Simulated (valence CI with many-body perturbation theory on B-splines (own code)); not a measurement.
## Ba41+: one-electron terms

Calculated by valence CI with perturbative core correlation (CI+MBPT): five valence electrons over a frozen Dirac-Fock core [Ne], a basis of 9 s, 9 p, 8 d, 6 f, 3 g, 1 h functions for each j, with the one-electron correlation potential Σ1 (screened to all orders), the two-electron term Σ2, the three-electron term Σ3, Breit, model QED; selected single and double excitations, second order for the rest (own B-spline code, finite nucleus).

No measured spectrum was set against this ion. As an estimate, large intervals hold to a few tenths of a per cent, small ones and those within an open d or f shell to about a per cent. Among the levels kept, up to 640 cm⁻¹ of a level comes from second order outside the variational space, and about a tenth of that is noise between levels of different J, which matters for small intervals.

These are the spectroscopic orbitals of the CI (the correlating ones are not listed), shaped by the core and the other valence electrons. h is the expectation value of the core's Dirac-Fock operator, without the valence repulsion; Σ1 is computed up to l = 3 at one energy for each symmetry, that of its lowest orbital but kept below the first core excitation, so for empty shells it is not the orbital's own correlation shift; Breit and QED include the response of the core.

| Orbital | h (hartree) | Σ1 (cm⁻¹) | Breit (cm⁻¹) | QED (cm⁻¹) | ⟨r⟩ (bohr) |
| --- | --- | --- | --- | --- | --- |
| 3s1/2 | -133.84 | -6581 | 16824 | 13123 | 0.2640 |
| 4s1/2 | -72.74 | -2166 | 6427 | 5159 | 0.4923 |
| 5s1/2 | -45.6 | -984 | 3053 | 2499 | 0.7941 |
| 6s1/2 | -31.239 | -535 | 1702 | 1402 | 1.166 |
| 3p1/2 | -129.94 | -8404 | 27981 | -28.3 | 0.2508 |
| 4p1/2 | -71.105 | -2722 | 10780 | -0.9 | 0.4839 |
| 5p1/2 | -44.777 | -1243 | 5209 | 1.6 | 0.7895 |
| 6p1/2 | -30.768 | -679 | 2924 | 1.5 | 1.166 |
| 3p3/2 | -126.15 | -7645 | 16612 | 1267 | 0.2595 |
| 4p3/2 | -69.562 | -2542 | 6357 | 506 | 0.4955 |
| 5p3/2 | -44.004 | -1173 | 3252 | 250 | 0.8041 |
| 6p3/2 | -30.327 | -644 | 1828 | 142 | 1.183 |
| 3d3/2 | -121.24 | -9349 | 12877 | -453 | 0.2243 |
| 4d3/2 | -67.665 | -2558 | 4563 | -152 | 0.4674 |
| 5d3/2 | -43.072 | -1134 | 2164 | -71.2 | 0.7811 |
| 3d5/2 | -120.37 | -8684 | 6124 | 36.5 | 0.2269 |
| 4d5/2 | -67.289 | -2371 | 2153 | 41.9 | 0.4706 |
| 5d5/2 | -42.879 | -1051 | 1042 | 25.7 | 0.7851 |
| 4f5/2 | -66.247 | -2129 | 408 | -61.5 | 0.4138 |
| 5f5/2 | -42.355 | -1039 | 279 | -33.2 | 0.7326 |
| 4f7/2 | -66.09 | -2062 | 102 | 21.7 | 0.4154 |
| 5f7/2 | -42.274 | -1003 | 69.6 | 9.0 | 0.7343 |
| 5g7/2 | -42.133 |  | 8.0 | -13.3 | 0.6493 |
| 5g9/2 | -42.087 |  | 1.1 | 9.9 | 0.6504 |

Among the shells of the start configuration 3s2 3p3, Σ1 is largest in size for 3p1/2, where it is 0.029 % of h.

Lowest root of each symmetry, sizes in configuration state functions:

| J | Parity | Roots | Reference | Variational | Second order | Change by selected CI (cm⁻¹) | Change by second order (cm⁻¹) |
| --- | --- | --- | --- | --- | --- | --- | --- |
| 1/2 | even | 8 | 44 | 40000 | 262738 | -16001 | -31 |
| 3/2 | even | 12 | 71 | 40000 | 659659 | -20198 | -155 |
| 5/2 | even | 11 | 74 | 39997 | 715098 | -17128 | -301 |
| 7/2 | even | 6 | 54 | 40000 | 777797 | -21671 | -330 |
| 9/2 | even | 3 | 34 | 39999 | 635851 | -22295 | -130 |
| 1/2 | odd | 4 | 67 | 39994 | 279398 | -16950 | -22 |
| 3/2 | odd | 7 | 110 | 40000 | 439160 | -15739 | -53 |
| 5/2 | odd | 5 | 114 | 39986 | 542497 | -16501 | -160 |
| 7/2 | odd | 3 | 93 | 39990 | 632706 | -15512 | -235 |
| 9/2 | odd | 2 | 57 | 39983 | 530411 | -15550 | -170 |
